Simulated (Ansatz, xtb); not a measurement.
## Relative energy of two isomers of C3H5FN2Si

Structure I: `Fc1nccn1[SiH3]`, a singlet. Structure II: `Fc1cn([SiH3])cn1`, a singlet. Both are isolated molecules in the gas phase, relaxed with PBE-D3(BJ)/def2-SVP.

I (Å):

```xyz
12

C     0.2216    1.3162   -0.5799
C     1.5499   -0.3097   -0.3175
C     1.2561   -0.2802   -1.6657
F    -0.5727    2.3723   -0.4145
N     0.8875    0.7067    0.3569
N     0.3731    0.7987   -1.8462
Si   -0.3911    1.3863   -3.3615
H     2.2063   -1.0107    0.2126
H     1.5772   -0.9047   -2.5059
H     0.0364    2.7985   -3.6198
H    -1.8812    1.3087   -3.2296
H     0.1073    0.4652   -4.4311
```

II (Å):

```xyz
12

C    -0.5834    0.3288   -0.0394
C     0.2655    1.2392   -0.6458
C    -0.2404   -0.4627   -1.9766
F    -1.0779    0.4008    1.1936
N     0.4881    0.7134   -1.9210
N    -0.8929   -0.7128   -0.8541
Si    1.5076    1.4118   -3.2190
H     0.7105    2.1750   -0.2950
H     2.9250    1.5159   -2.7411
H     0.9907    2.7715   -3.5826
H     1.3869    0.4568   -4.3656
H    -0.2508   -1.0941   -2.8750
```

Quicker runs give these differences E(II) − E(I): GFN2-xTB +12.46 kJ/mol; HF/STO-3G +7.67 kJ/mol (at GFN2-xTB geometries); r2SCAN-D4/def2-SVP +5.18 kJ/mol (at GFN2-xTB geometries).

Question: Estimate E(II) − E(I) at the level CCSD(T)/def2-SVP + ΔMP2/def2-TZVPP.

Answer: Calculated at CCSD(T)/def2-SVP + ΔMP2/def2-TZVPP: E(II) − E(I) = +4.57 kJ/mol, so structure I lies lower.

The same difference at several levels:

```json
{"level": "GFN2-xTB", "geometry": "GFN2-xTB", "E(II) − E(I) (kJ/mol)": "+12.46", "departure from the last row (kJ/mol)": "+7.88", "job, with rough time for the two": "optimisation, 0.21 s"}
{"level": "HF/STO-3G", "geometry": "GFN2-xTB", "E(II) − E(I) (kJ/mol)": "+7.67", "departure from the last row (kJ/mol)": "+3.10", "job, with rough time for the two": "single point, 0.82 s"}
{"level": "r2SCAN-D4/def2-SVP", "geometry": "GFN2-xTB", "E(II) − E(I) (kJ/mol)": "+5.18", "departure from the last row (kJ/mol)": "+0.60", "job, with rough time for the two": "single point, 5.1 s"}
{"level": "PBE-D3(BJ)/def2-SVP", "geometry": "PBE-D3(BJ)/def2-SVP", "E(II) − E(I) (kJ/mol)": "+3.35", "departure from the last row (kJ/mol)": "−1.22", "job, with rough time for the two": "optimisation, 31 s"}
{"level": "HF/def2-SVP", "geometry": "PBE-D3(BJ)/def2-SVP", "E(II) − E(I) (kJ/mol)": "+12.32", "departure from the last row (kJ/mol)": "+7.75", "job, with rough time for the two": "part of the CCSD(T) run"}
{"level": "MP2/def2-SVP", "geometry": "PBE-D3(BJ)/def2-SVP", "E(II) − E(I) (kJ/mol)": "+7.22", "departure from the last row (kJ/mol)": "+2.64", "job, with rough time for the two": "part of the CCSD(T) run"}
{"level": "CCSD(T)/def2-SVP", "geometry": "PBE-D3(BJ)/def2-SVP", "E(II) − E(I) (kJ/mol)": "+8.23", "departure from the last row (kJ/mol)": "+3.65", "job, with rough time for the two": "single point"}
{"level": "CCSD(T)/def2-SVP + ΔMP2/def2-TZVPP", "geometry": "PBE-D3(BJ)/def2-SVP", "E(II) − E(I) (kJ/mol)": "+4.57", "departure from the last row (kJ/mol)": "", "job, with rough time for the two": "single point, 71 s"}
```

As drawn, both hold the same kinds of bond in the same numbers.

None of the levels shown reverses the order. The largest departure from CCSD(T)/def2-SVP + ΔMP2/def2-TZVPP is that of GFN2-xTB, 7.88 kJ/mol. The last row adds to CCSD(T) the change of the MP2 difference between the two basis sets, here −3.65 kJ/mol.

With thermal terms from frequencies at re-optimised GFN2-xTB minima (ideal gas, soft modes damped towards free rotors, one conformer each, 298.15 K, 1 atm): on the last row, ΔE + ΔZPE = +4.47, ΔH = +4.35, ΔG = +4.46 kJ/mol.

The correlated steps freeze 11 core orbitals. Run with Ansatz 0.2.0, xtb 6.7.1; the last row on 2 threads of Intel(R) Xeon(R) Platinum 8259CL CPU @ 2.50GHz (Skylake/Cascade Lake) on a shared host.
